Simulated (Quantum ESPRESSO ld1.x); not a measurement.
All-electron atom: Sr25+ in [Ne] 3s2 3p1. Method: scalar-relativistic Kohn-Sham, LDA (Slater exchange, Perdew-Zunger correlation), spin-polarised, spherical densities, point nucleus; open shells are filled with parallel spins first; computed with ld1.x of Quantum ESPRESSO 7.5.

Normalised radial functions P(r) = r R(r), r in bohr:

r	2s up
0.002847	0.4240
0.003952	0.5559
0.00553	0.7200
0.007677	0.9026
0.01066	1.0890
0.01479	1.2401
0.0207	1.2867
0.02874	1.1260
0.03989	0.6545
0.05538	-0.1760
0.07749	-1.2755
0.1076	-2.2231
0.1493	-2.5565
0.2073	-2.0574
0.2901	-1.0785
0.4027	-0.3387
0.559	-0.0528
0.776	-0.0032
1.086	0.0000

2s up: eigenvalue -3293.2 eV, 1 radial node at r = 0.0522 bohr, <r> = 0.170 bohr, 90 % of the charge inside 0.262 bohr.
